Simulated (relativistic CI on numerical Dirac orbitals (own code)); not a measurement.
**Electric-dipole transitions in As XV**

Computed by Dirac-Coulomb-Breit CI, separate exchange-only KLI orbitals for each configuration, a model potential for QED, unscaled Slater integrals (own radial code, finite nucleus).

CI space (outside the closed core [Ne]): 3s2 3p6 3d, 3s2 3p5 3d2, 3s 3p6 3d2, 3s2 3p6 4s, 3s2 3p6 4p, 3s2 3p6 4d, 3s2 3p6 4f, 3s2 3p5 3d 4s, 3s2 3p5 3d 4p, 3s2 3p6 5s, 3s2 3p6 5p, 3s2 3p5 3d 4d, 3s2 3p6 5d, 3s 3p6 3d 4s, 3s2 3p6 5f, 3s2 3p6 5g, 3s2 3p5 3d 4f, 3s 3p6 3d 4p, 3s2 3p6 6s, 3s2 3p6 6p, 3s2 3p6 6d, 3p6 3d2 4p, 3p6 3d3, 3p5 3d4, 3p6 3d2 4s, 3p5 3d3 4s. Double excitations out of closed p, d and f shells are left out; levels of such configurations are missing from the list, as are those of other unlisted configurations, and high levels can miss mixing partners. These lack a partner that the ground configuration has and come out too high: 3s2 3p5 3d 4p, 3s2 3p5 3d 4d, 3s2 3p5 3d 4f.

| λ vac (Å) | Lower | Upper | A (s⁻¹) | log gf | S velocity/length |
| --- | --- | --- | --- | --- | --- |
| 37.116 | 3s2 3p6 3d 2D_3/2 [1] | 3s2 3p6 5f 2F°_5/2 [275] | 7.91e+11 | -0.01 | 0.83 |
| 37.239 | 3s2 3p6 3d 2D_5/2 [2] | 3s2 3p6 5f 2F°_7/2 [276] | 8.28e+11 | 0.14 | 0.83 |
| 46.916 | 3s2 3p5 3d2 4D°_7/2 [6] | 3s2 3p5 3d 4f 4F_9/2 [306] | 6.31e+11 | 0.32 | 0.88 |
| 46.968 | 3s2 3p5 3d2 4D°_5/2 [5] | 3s2 3p5 3d 4f 4F_5/2 [299] | 8.71e+11 | 0.24 | 0.91 |
| 47.124 | 3s2 3p5 3d2 4D°_1/2 [3] | 3s2 3p5 3d 4f 4F_3/2 [290] | 1.16e+12 | 0.19 | 0.93 |
| 47.136 | 3s2 3p5 3d2 4F°_9/2 [16] | 3s2 3p5 3d 4f 4G_11/2 [338] | 1.85e+12 | 0.87 | 0.93 |
| 47.147 | 3s2 3p5 3d2 4D°_7/2 [6] | 3s2 3p5 3d 4f 4F_7/2 [300] | 5.94e+11 | 0.20 | 0.92 |
| 47.154 | 3s2 3p5 3d2 4G°_5/2 [10] | 3s2 3p5 3d 4f 2F_7/2 [325] | 8.02e+11 | 0.33 | 0.93 |
| 47.173 | 3s2 3p5 3d2 4G°_7/2 [9] | 3s2 3p5 3d 4f 4H_9/2 [323] | 1.86e+12 | 0.79 | 0.94 |
| 47.218 | 3s2 3p5 3d2 4G°_9/2 [8] | 3s2 3p5 3d 4f 4H_11/2 [319] | 1.70e+12 | 0.83 | 0.94 |
| 47.220 | 3s2 3p5 3d2 2G°_7/2 [25] | 3s2 3p5 3d 4f 2H_9/2 [376] | 1.39e+12 | 0.67 | 0.94 |
| 47.258 | 3s2 3p5 3d2 4G°_11/2 [7] | 3s2 3p5 3d 4f 4H_13/2 [312] | 2.05e+12 | 0.98 | 0.94 |
| 47.260 | 3s2 3p5 3d2 4D°_3/2 [4] | 3s2 3p5 3d 4f 4D_5/2 [288] | 1.01e+12 | 0.31 | 0.93 |
| 47.275 | 3s2 3p5 3d2 4G°_11/2 [7] | 3s2 3p5 3d 4f 4G_11/2 [310] | 5.63e+11 | 0.35 | 0.94 |
| 47.315 | 3s2 3p6 3d 2D_3/2 [1] | 3s2 3p6 4f 2F°_5/2 [78] | 6.10e+11 | 0.09 | 0.97 |
| 47.325 | 3s2 3p5 3d2 4D°_7/2 [6] | 3s2 3p5 3d 4f 4F_9/2 [295] | 1.10e+12 | 0.57 | 0.93 |
| 47.406 | 3s2 3p5 3d2 2G°_9/2 [31] | 3s2 3p5 3d 4f 2H_11/2 [383] | 2.08e+12 | 0.93 | 0.94 |
| 47.433 | 3s2 3p6 3d 2D_3/2 [1] | 3s2 3p6 4f 2F°_5/2 [76] | 1.15e+12 | 0.37 | 0.97 |
| 47.452 | 3s2 3p5 3d2 4D°_5/2 [5] | 3s2 3p5 3d 4f 4D_7/2 [286] | 6.17e+11 | 0.22 | 0.94 |
| 47.503 | 3s2 3p5 3d2 2H°_9/2 [27] | 3s2 3p5 3d 4f 2H_11/2 [371] | 1.21e+12 | 0.69 | 0.93 |
| 47.541 | 3s2 3p5 3d2 2H°_11/2 [23] | 3s2 3p5 3d 4f 2I_13/2 [342] | 1.81e+12 | 0.93 | 0.93 |
| 47.553 | 3s2 3p6 3d 2D_5/2 [2] | 3s2 3p6 4f 2F°_7/2 [77] | 1.72e+12 | 0.67 | 0.97 |
| 48.103 | 3s2 3p5 3d2 2H°_11/2 [23] | 3s2 3p5 3d 4f 2I_13/2 [333] | 8.55e+11 | 0.62 | 0.95 |
| 102.73 | 3s2 3p6 3d 2D_3/2 [1] | 3s2 3p5 3d2 2D°_3/2 [46] | 6.04e+11 | 0.58 | 0.60 |
| 103.68 | 3s2 3p6 3d 2D_5/2 [2] | 3s2 3p5 3d2 2D°_5/2 [47] | 6.37e+11 | 0.79 | 0.60 |
| 104.74 | 3s2 3p6 3d 2D_5/2 [2] | 3s2 3p5 3d2 2P°_3/2 [45] | 4.75e+11 | 0.50 | 0.69 |
| 105.10 | 3s2 3p6 3d 2D_3/2 [1] | 3s2 3p5 3d2 2P°_1/2 [44] | 5.25e+11 | 0.24 | 0.69 |
| 112.95 | 3s2 3p6 3d 2D_5/2 [2] | 3s2 3p5 3d2 2F°_7/2 [43] | 2.78e+11 | 0.63 | 0.61 |
| 115.08 | 3s2 3p6 3d 2D_3/2 [1] | 3s2 3p5 3d2 2F°_5/2 [42] | 2.61e+11 | 0.49 | 0.60 |
| 172.64 | 3s2 3p5 3d2 4G°_11/2 [7] | 3s 3p6 3d2 4F_9/2 [51] | 4.51e+10 | 0.30 | 0.68 |

Terms are leading LS components. Brackets give the number of a level in order of energy, since labels repeat. The list gives strong lines, with weight on those to low levels, among the lowest 400 of 885 levels, so that lines to higher ones, which can be the strongest, are missing. Levels whose partners in the same complex of configurations lie outside the list can be far off, and so can their lines. Rates are taken at the computed energies, electric ones in the length gauge. A velocity-to-length ratio far from 1 marks an uncertain rate.

At this charge energies of transitions that change n are usually good to better than 1 %, and those within a shell (Δn = 0) to a few per cent.

LS names give the leading component of a level, which can be under half, so a name can repeat, a term be missing and a line seem to break the LS rules.
